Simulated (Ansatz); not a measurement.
A set of 12 reactions (ligand exchange), with CCSD(T)/CBS values in kJ/mol:

| reaction | ΔE |
| --- | --- |
| `NC[SiH2]F` + CH₃OH → `CO[SiH2]F` + CH₃NH₂ | -120.9 |
| `OB(O)OC[SiH3]` + `[OH][GeH2][OH]` → `[OH][GeH2][O][SiH3]` + `COB(O)O` | -137.3 |
| `S=C[SiH2][SeH]` + `OPO` → `OP(O)[SeH]` + `[SiH3]C=S` | 37.6 |
| `O[SiH2][GeH2][F]` + H₂S → `[F][GeH2][SiH2]S` + H₂O | 25.6 |
| `[F][SnH]([F])[O][SiH3]` + `[CH3][In]([NH2])[OH]` → `[CH3][In]([NH2])[O][SiH3]` + `[OH][SnH]([F])[F]` | -12.1 |
| `B[SiH2]Br` + `N[SiH2][SiH3]` → `BN[SiH2][SiH3]` + `[SiH3]Br` | -161.7 |
| `O[Si]1(O)CO1` + H₂S → `O[Si]1(S)CO1` + H₂O | 41.5 |
| `[OH][GaH][GeH3]` + H₂S → `[OH][GaH][SH]` + GeH₄ | -56.6 |
| `C=C[Si](N)(Cl)OC` + `O[SiH3]` → `C=C[Si](N)(Cl)O[SiH3]` + CH₃OH | -18.9 |
| `[NH2][Ga]([SH])[Cl]` + HCl → `[SH][Ga]([Cl])[Cl]` + NH₃ | -69.3 |
| `F[SiH2][TeH]` + PH₃ → `P[TeH]` + `F[SiH3]` | 29.5 |
| `O[SiH](O)/C=C\[SiH2]Cl` + `N[SiH](F)F` → `O[SiH](O)N[SiH](F)F` + `C=C[SiH2]Cl` | -75.6 |

Isolated molecules relaxed with PBE0-D4/def2-TZVP in Ansatz; ΔE leaves out vibrations. CCSD(T)/CBS is the MP2 limit (def2-TZVPP, def2-QZVPP) plus CCSD(T) − MP2 in def2-TZVPP, frozen cores. This one scheme is used for every species. Functionals use def2-TZVPP. B3LYP here is the variant with VWN-RPA as its local correlation; programs differ in this. Elements past krypton have def2 core potentials. For Br, Ga, Ge, In, Se, Sn, Te outer-core shells are correlated without core-valence functions, which leaves a few kJ/mol of doubt a bond. Scalar relativity is left out up to krypton. Each species was taken in one conformer, which may not be the lowest.

**Question.** Give the mean, mean absolute and largest difference (level minus CCSD(T)/CBS, kJ/mol) for: PBE-D4, r2SCAN-D4, B3LYP-D4, ωB97X-V, B2PLYP, r2SCAN, B3LYP, HF/def2-TZVPP, CCSD(T)/def2-TZVPP, HF/def2-QZVPP, MP2/def2-QZVPP, SCS-MP2/def2-QZVPP, MP2/CBS(def2), CCSD/CBS(def2). (Estimate.)

**Answer.** The calculation gave: 
| level | mean | mean absolute | largest |
| --- | --- | --- | --- |
| PBE-D4 | 1.5 | 7.8 | 17.7 |
| r2SCAN-D4 | -1.0 | 3.1 | -11.0 |
| B3LYP-D4 | -1.0 | 3.2 | -8.3 |
| ωB97X-V | 1.0 | 2.4 | 5.8 |
| B2PLYP | -0.8 | 3.6 | 8.1 |
| r2SCAN | -0.9 | 3.3 | -11.2 |
| B3LYP | -0.2 | 4.0 | 10.1 |
| HF/def2-TZVPP | -4.0 | 11.8 | -24.9 |
| CCSD(T)/def2-TZVPP | 0.4 | 1.7 | 4.7 |
| HF/def2-QZVPP | -4.3 | 12.3 | -26.1 |
| MP2/def2-QZVPP | -1.7 | 2.3 | -6.9 |
| SCS-MP2/def2-QZVPP | -1.7 | 3.4 | -7.8 |
| MP2/CBS(def2) | -1.8 | 2.4 | -5.7 |
| CCSD/CBS(def2) | 0.2 | 1.8 | 3.7 |

The largest T1 diagnostic in the set is 0.015, for `[SiH3]C=S` (customary mark 0.02).

CCSD(T)/CBS is a level of theory with its own doubt, and the functionals carry their triple-zeta basis error, so these figures describe this set and don't rank the functionals.
